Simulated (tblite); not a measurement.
Compound: C6H12NOP.
Atom-mapped SMILES: `[CH3:1][CH2:2][N:3]([CH3:4])[P:5]1[CH:6]=[C:7]1[O:8][CH3:9]` (hydrogens: H10, H11, H12 on C1; H13, H14 on C2; H15, H16, H17 on C4; H18 on C6; H19, H20, H21 on C9)

Structure optimised with GFN2-xTB, isolated species.

(1) Give the optimised bond lengths and angles.

Results:

(1) 
| bond | length (pm) |
| --- | --- |
| C1–C2 | 152.8 |
| C2–N3 | 145.0 |
| N3–C4 | 144.6 |
| N3–P5 | 174.0 |
| P5–C6 | 181.8 |
| C6=C7 | 132.1 |
| C7–O8 | 132.2 |
| O8–C9 | 141.7 |
| P5–C7 | 183.6 |
| C1–H10, C1–H11, C1–H12 | 108.8 |
| C2–H13, C2–H14 | 109.6 |
| C4–H15, C4–H16, C4–H17 | 109.3 |
| C6–H18 | 106.8 |
| C9–H19, C9–H20, C9–H21 | 109.2 |

Bonds in one row agree within 1 pm and their mean is given. A selection of angles:
| angle | degrees |
| --- | --- |
| C2–C1–H10 | 109.4 |
| C2–C1–H12 | 111.2 |
| H10–C1–H11 | 109.0 |
| C1–C2–N3 | 115.0 |
| C1–C2–H13 | 109.8 |
| N3–C2–H13 | 108.0 |
| H13–C2–H14 | 108.2 |
| C2–N3–C4 | 115.1 |
| C2–N3–P5 | 114.4 |
| C4–N3–P5 | 120.9 |
| N3–C4–H15 | 113.5 |
| N3–C4–H16 | 109.0 |
| H15–C4–H16 | 108.6 |
| N3–P5–C6 | 103.1 |
| N3–P5–C7 | 101.2 |
| C6–P5–C7 | 42.4 |
| P5–C6–C7 | 69.5 |
| P5–C6–H18 | 146.2 |
| C7–C6–H18 | 144.1 |
| C6–C7–O8 | 143.4 |
| P5–C7–C6 | 68.1 |
| P5–C7–O8 | 148.4 |
| C7–O8–C9 | 115.1 |
| O8–C9–H19 | 106.5 |
| O8–C9–H20 | 110.8 |
| H19–C9–H20 | 109.8 |

Dihedral angles: C1–C2–N3–C4 66° (synclinal); C2–N3–P5–C6 179° (antiperiplanar); N3–P5–C6–C7 92° (anticlinal); P5–C6–C7–O8 -177° (antiperiplanar); C6–C7–O8–C9 178° (antiperiplanar); N3–P5–C7–C6 -97° (anticlinal). The mirror-image conformer, all signs reversed, is as good.

P5 (three-coordinate phosphorus) is pyramidal (angles 103.1°, 101.2° and 42.4°, sum 246.7°, 1.07 Å off the plane of its three neighbours). The 2 C–C bonds span 1.321 Å (C6=C7, drawn double) to 1.528 Å (C1–C2, drawn single), a spread of 0.207 Å. The 2 C–O bonds span 1.322 Å (C7–O8, drawn single) to 1.417 Å (O8–C9, drawn single), a spread of 0.095 Å. The 3-membered ring P5–C6–C7 has internal angles of 42.4° to 69.5°. N3 (nitrogen bonded to 2 C and P) has angles 120.9°, 115.1° and 114.4°, sum 350.4°, 0.28 Å off the plane of its three neighbours. O8 (ether oxygen) is bent (angle 115.1°). Of the pairs four or more bonds apart, C6···H17 is among the closest relative to their van der Waals radii: 2.47 Å, 85 % of the sum of Bondi's values.

Point group: C1 (no symmetry element, even within 0.4 Å). Its lowest GFN2-xTB frequency is 14 cm⁻¹, too small to tell a flat minimum from a shallow saddle. One conformer, not necessarily the lowest.

The numbers are calculated, not measured.
